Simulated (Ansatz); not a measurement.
Computed with frozen-core CCSD(T)/cc-pVTZ // CAM-B3LYP-D3(BJ)/def2-TZVP (Ansatz, an electronic-structure program).

Ansatz 0.2 input:
```yaml
crystal:
  periodic: [false, false, false]
  atoms:
    - { symbol: C, position_ang: [-1.67011, -0.280599, -0.163786] }
    - { symbol: Al, position_ang: [0.235385, 0.043992, -0.154768] }
    - { symbol: S, position_ang: [1.606576, -1.612155, -0.531756] }
    - { symbol: S, position_ang: [0.99014, 2.056929, 0.220211] }
    - { symbol: H, position_ang: [-2.020879, -0.494133, -1.175851] }
    - { symbol: H, position_ang: [-2.231205, 0.577673, 0.207101] }
    - { symbol: H, position_ang: [-1.927084, -1.144494, 0.451865] }
    - { symbol: H, position_ang: [2.727659, -0.88488, -0.43839] }
    - { symbol: H, position_ang: [2.287496, 1.741843, 0.110003] }
basis:
  gaussian: { orbitals: cc-pVTZ }
correlation:
  method: ccsd_t
```

Output:

```
Functional definition: HF
1151 factors; integrals over basis functions are off by at most 9.8e-4 eV
mean field evaluation 1: about -29329.1794 eV, gradient 2.9e1 eV
mean field evaluation 2: about -29329.3522 eV, gradient 2.9e1 eV
mean field evaluation 4: about -29331.9180 eV, gradient 2.7e0 eV
mean field evaluation 8: about -29331.9672 eV, gradient 1.8e-1 eV
mean field evaluation 16: about -29331.9674 eV, gradient 1.2e-6 eV
mean field -29331.96737093 eV, -1077.9299189602 hartree, gradient 1.2e-6 eV, S^2 0.000000; 0 other end points of the search recorded, 0 dependent functions left out
16 core orbitals not correlated
reference -29331.96737093 eV, -1077.9299189602 hartree; 12, 12 occupied and 174, 174 virtual orbitals, 1151 factors
second order -16.56882787 eV of doubles, -0.00000000 eV of singles
cycle   1  -17.57794885 eV  change    -1.0e0 eV  update   8.4e-2
cycle   2  -17.99933552 eV  change   -4.2e-1 eV  update   2.5e-2
cycle   3  -18.05497283 eV  change   -5.6e-2 eV  update   1.0e-2
cycle   4  -18.05079269 eV  change    4.2e-3 eV  update   2.7e-3
cycle   5  -18.04971598 eV  change    1.1e-3 eV  update   1.0e-3
cycle   6  -18.04941459 eV  change    3.0e-4 eV  update   3.0e-4
cycle   7  -18.04938470 eV  change    3.0e-5 eV  update   9.5e-5
cycle   8  -18.04941482 eV  change   -3.0e-5 eV  update   3.2e-5
cycle   9  -18.04941275 eV  change    2.1e-6 eV  update   1.0e-5
perturbative correction -0.77989716 eV, -0.0286606921 hartree
Total energy: -29350.79668085 eV, -1078.6218833367 hartree
```

Cost: roughly 2.1 core-minutes.
